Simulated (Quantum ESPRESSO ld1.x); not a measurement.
The numbers below are computed, except where a source is named.
Yb2+, 68 electrons, occupied as [Xe] 4f13.5 6s0.5 (fractional occupations, a model configuration).

Code: ld1.x of Quantum ESPRESSO 7.5. Model: scalar-relativistic Kohn-Sham, LDA (Slater exchange, VWN5 correlation), spin-unpolarised, spherical densities, point nucleus.

Energy parts (eV):
part                     energy
total                 -382331.4
kinetic                416609.8
electron-nucleus      -940129.3
Hartree                148905.0
exchange-correlation    -7716.9

Orbitals (lengths in bohr, moments of r in powers of bohr; <r^-3> diverges for s and p1/2):
orbital  occ.  eigenvalue (eV)  <r^-3>
1s          2         -61211.2       -
2s          2         -10388.0       -
2p          6         -9161.00   15960
3s          2         -2356.20       -
3p          6         -1986.39    3481
3d         10         -1535.37   457.7
4s          2         -478.691       -
4p          6         -357.203   793.3
4d         10         -197.309   87.80
5s          2         -73.3620       -
5p          6         -45.3015   99.97
4f       13.5         -22.3593   12.68
6s        0.5         -16.6201       -

The highest occupied level is 6s at -16.620 eV. The density falls to 0.001 e/bohr^3 at r = 3.73 bohr. Summed over all electrons, <r^2> = 39.81 bohr^2, which gives a Langevin (diamagnetic) susceptibility term of -31.5 x 10^-6 cm^3/mol.
